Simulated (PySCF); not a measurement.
## How methods differ on the excitation energy of Ru

Ru [Kr] 4d7 5s1 (5F) → Ru [Kr] 4d6 5s1 5p1 (high-spin determinant), as a difference of total energies. All numbers are calculated (PySCF 2.14, a scalar-relativistic core potential, in aug-cc-pVTZ-PP with ECP28MDF (6s6p5d3f2g, 88 functions)). Correlated levels: valence: 4s2 4p6 frozen. The calculations carry no spin-orbit coupling.

```
           method  excitation energy (eV)
              UHF                   1.622
    MP2 (valence)                   2.990
SCS-MP2 (valence)                   3.330
   CCSD (valence)                   2.823
CCSD(T) (valence)                   2.919
```

**Question.** How much does correlation contribute at CCSD(T) (valence)?

**Answer.** 2.919 − (1.622) = 1.297 eV, measured against UHF.

The determinant of the upper state mixes LS terms, which raises its energy above the lowest term, most at the Hartree-Fock and MP2 levels.
